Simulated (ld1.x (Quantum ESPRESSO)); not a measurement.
**Scattering properties, TM potential for tellurium (Te)**

- Element: Te
- Generator: ld1.x (Quantum ESPRESSO) 7.5
- Type: norm-conserving Troullier–Martins (Kleinman–Bylander form)
- Functional: LDA (PZ)
- Relativity: scalar-relativistic
- Frozen core: [Kr] 4d10
- Valence charge: 6
- Reference configuration: 5s2 5p4
- Partial waves: 5s (bound): rc 1.45 bohr; 5p (bound): rc 1.75 bohr
- Local potential: all-electron potential smoothed inside 1.55 bohr (lloc = -1)
- Core correction: none

The phase is arctan(r·u′/u) with u = r·R(r), unwrapped; energies in Ry, scanned from -3 to 5 Ry. A pole is an energy at which the radial function vanishes at the test radius. The pseudo phase is shifted by a multiple of π to meet the all-electron one at the reference energy, and phase errors are pseudo minus all-electron; the curves can meet again beyond the range given. Levels narrower than the energy grid can be missing from the lists of poles.

Task: For each channel, where are the poles, and over which energies does the pseudopotential scatter like the atom?

Result:

| channel | radius (bohr) | reference energy (Ry) | poles, all-electron | poles, pseudo | unbroken range about the reference energy with phases within 0.05 rad | phase error 1 Ry above the reference energy (rad) |
| --- | --- | --- | --- | --- | --- | --- |
| s | 1.90 | -1.13 | 3.42 | 3.57 | the whole range | +0.007 |
| p | 1.90 | -0.45 | none | 1.22 | below 0.1 | -0.169 |

Note: ghost states, extra bound levels that the all-electron valence spectrum of the same l lacks: s at -52.2 eV, d at -7.7 eV. A true bound ghost makes a file unfit for plane-wave use.

Phases in the p channel:

```json
{"E (Ry)": "-3.00", "all-electron": "1.198", "pseudo": "1.180"}
{"E (Ry)": "-2.52", "all-electron": "1.151", "pseudo": "1.133"}
{"E (Ry)": "-2.04", "all-electron": "1.087", "pseudo": "1.070"}
{"E (Ry)": "-1.56", "all-electron": "0.994", "pseudo": "0.981"}
{"E (Ry)": "-1.08", "all-electron": "0.852", "pseudo": "0.844"}
{"E (Ry)": "-0.60", "all-electron": "0.617", "pseudo": "0.616"}
{"E (Ry)": "-0.12", "all-electron": "0.222", "pseudo": "0.211"}
{"E (Ry)": "0.36", "all-electron": "-0.311", "pseudo": "-0.415"}
{"E (Ry)": "0.84", "all-electron": "-0.760", "pseudo": "-1.052"}
{"E (Ry)": "1.32", "all-electron": "-1.036", "pseudo": "-1.777"}
{"E (Ry)": "1.80", "all-electron": "-1.201", "pseudo": "-3.460"}
{"E (Ry)": "2.28", "all-electron": "-1.306", "pseudo": "-4.101"}
{"E (Ry)": "2.76", "all-electron": "-1.378", "pseudo": "-4.311"}
{"E (Ry)": "3.24", "all-electron": "-1.430", "pseudo": "-4.422"}
{"E (Ry)": "3.72", "all-electron": "-1.471", "pseudo": "-4.494"}
{"E (Ry)": "4.20", "all-electron": "-1.504", "pseudo": "-4.545"}
{"E (Ry)": "4.68", "all-electron": "-1.531", "pseudo": "-4.585"}
```
